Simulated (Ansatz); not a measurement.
```yaml
crystal:
  periodic: [false, false, false]
  atoms:
    - {symbol: N, position_ang: [-0.491710, 0.474962, -1.413810]}
    - {symbol: Ti, position_ang: [0.316225, 0.097633, 0.233105]}
    - {symbol: O, position_ang: [1.168004, -1.467068, 0.060239]}
    - {symbol: O, position_ang: [-0.956936, 0.116241, 1.490485]}
    - {symbol: F, position_ang: [1.497464, 1.354789, 0.659451]}
    - {symbol: H, position_ang: [-1.291322, 1.079734, -1.534172]}
    - {symbol: H, position_ang: [-0.192419, 0.091623, -2.298619]}
    - {symbol: H, position_ang: [1.085992, -2.339603, 0.444749]}
    - {symbol: H, position_ang: [-1.046799, 0.545290, 2.341670]}
basis:
  gaussian: {orbitals: def2-TZVPP, fitting: {mean_field: def2-universal-jkfit}}
magnetization: {spin_polarized: true, initial_magnetization: 0}
hamiltonian: {xc: {name: r2SCAN}, dispersion: d3bj}
output: {forces: true}
```

```sh
$ ansatz run in.yaml --threads 4 --pin off --events-out ev --progress --plain --max-ram 10444MiB
```

It prints (some lines left out):

```
Warning: the engine holds no damping parameters fitted to this dispersion correction and functional, so the run takes those fitted to r2scan beside the three-body term, which d3bj leaves out (hamiltonian.dispersion, under Limitations)
Functional definition: r2SCAN
644 factors; integrals over basis functions are off by at most 1.6e0 eV
mean field evaluation 1: about -31465.8011 eV, gradient 8.1e1 eV
mean field evaluation 2: about -31058.1672 eV, gradient 3.7e2 eV
mean field evaluation 4: about -31483.0848 eV, gradient 3.4e1 eV
mean field evaluation 8: about -31487.0506 eV, gradient 2.3e-1 eV
mean field evaluation 16: about -31487.0516 eV, gradient 1.2e-4 eV
mean field -31487.05164360 eV, -1157.1278052121 hartree, gradient 2.7e-5 eV, S^2 0.000000; 0 other end points of the search recorded, 0 dependent functions left out
reference -31487.05166396 eV, -1157.1278059605 hartree; 29, 29 occupied and 215, 215 virtual orbitals, 644 factors
Total energy: -31487.09554779 eV, -1157.1294186614 hartree
Atom 0 at    -0.491710     0.474962    -1.413810 Å, force    -0.087991     0.041662    -0.187385 eV/Å
Atom 1 at     0.316225     0.097633     0.233105 Å, force     0.016602     0.018659     0.074144 eV/Å
Atom 2 at     1.168004    -1.467068     0.060239 Å, force     0.185817    -0.213206    -0.082388 eV/Å
Atom 3 at    -0.956936     0.116241     1.490485 Å, force    -0.231505    -0.021058     0.148604 eV/Å
Atom 4 at     1.497464     1.354789     0.659451 Å, force     0.168170     0.169590     0.048407 eV/Å
Atom 5 at    -1.291322     1.079734    -1.534172 Å, force    -0.029944     0.022284    -0.039182 eV/Å
Atom 6 at    -0.192419     0.091623    -2.298619 Å, force    -0.012810     0.001453    -0.049270 eV/Å
Atom 7 at     1.085992    -2.339603     0.444749 Å, force    -0.017084    -0.047990     0.035167 eV/Å
Atom 8 at    -1.046799     0.545290     2.341670 Å, force     0.008745     0.028606     0.051904 eV/Å
Dipole moment:    -0.355514    -0.237975     0.062680 e Å
```

It took 6.5 s on 4 threads of an Arm Neoverse V2 on a shared host, with 0.47 GiB of host memory at the peak.
